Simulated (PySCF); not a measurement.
C₃H₇NSi₂. Atoms are numbered in the order given.

```xyz
13

C      0.8883    -1.7528    -1.6855
C      0.3444    -0.9132    -0.7801
N     -0.7820    -1.3632    -0.0611
C     -1.3340    -0.5998     0.8169
Si    -0.6650     1.1664     1.1916
Si     1.0000     0.8556    -0.4019
H      1.7627    -1.4710    -2.2789
H      0.4511    -2.7461    -1.8389
H     -2.2110    -1.0217     1.3383
H     -1.7034     2.2046     0.9118
H     -0.2387     1.2867     2.6194
H      0.9298     1.7444    -1.6001
H      2.4018     0.8330     0.1125
```

The structure is a stationary point at r2SCAN-D4/def2-SVP. This is a generated structure with no PubChem entry under its InChIKey; it may be hypothetical.

These are PBE0/pcSseg-1 in PySCF values and carry that method's errors.

GIAO shieldings, no solvent; atoms listed in one row are averaged. δ = σ(ref) − σ: ¹³C against TMS (σ = 186.3 ppm); ¹⁵N against NH3 (σ = 267.4 ppm); ²⁹Si against TMS (σ = 352.7 ppm); ¹H against TMS (σ = 31.56 ppm), references at their B3LYP-D3(BJ)/def2-TZVP geometries, non-relativistic.

Question: Estimate the chemical shifts. (The exact figures need the calculation; the answer reports its results.)

Answer: 
| nucleus | atoms | count | δ (ppm) |
|---|---|---|---|
| ¹³C | C4 | 1 | 186.6 |
| ¹³C | C2 | 1 | 167.7 |
| ¹³C | C1 | 1 | 146.5 |
| ¹⁵N | N3 | 1 | 495.8 |
| ²⁹Si | Si5 | 1 | -71.0 |
| ²⁹Si | Si6 | 1 | -90.3 |
| ¹H | H9 | 1 | 9.48 |
| ¹H | H8 | 1 | 7.47 |
| ¹H | H7 | 1 | 6.72 |
| ¹H | H10, H11 | 2 | 4.49 |
| ¹H | H12, H13 | 2 | 4.24 |
